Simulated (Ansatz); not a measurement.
Ansatz (a quantum-chemistry and plane-wave program) input:

Ansatz 0.2 input:
```yaml
crystal:
  periodic: [false, false, false]
  atoms:
    - {symbol: Zn, position_ang: [-0.78257671, -0.62594536, -0.65685967]}
    - {symbol: Br, position_ang: [0.83123713, 0.64671980, 0.66325370]}
basis:
  gaussian:
    orbitals: def2-TZVP
hamiltonian:
  xc: b3lyp
  dispersion: d3bj
magnetization: {spin_polarized: true, initial_magnetization: 1}
relax: {f_tol: 0.002, max_steps: 150}
```

Q: What final total energy does it print?

A: -4353.65783 Eh (B3LYP-D3(BJ)/def2-TZVP). The basis has 96 functions.

The spin state was set by rule; other spins were not relaxed.
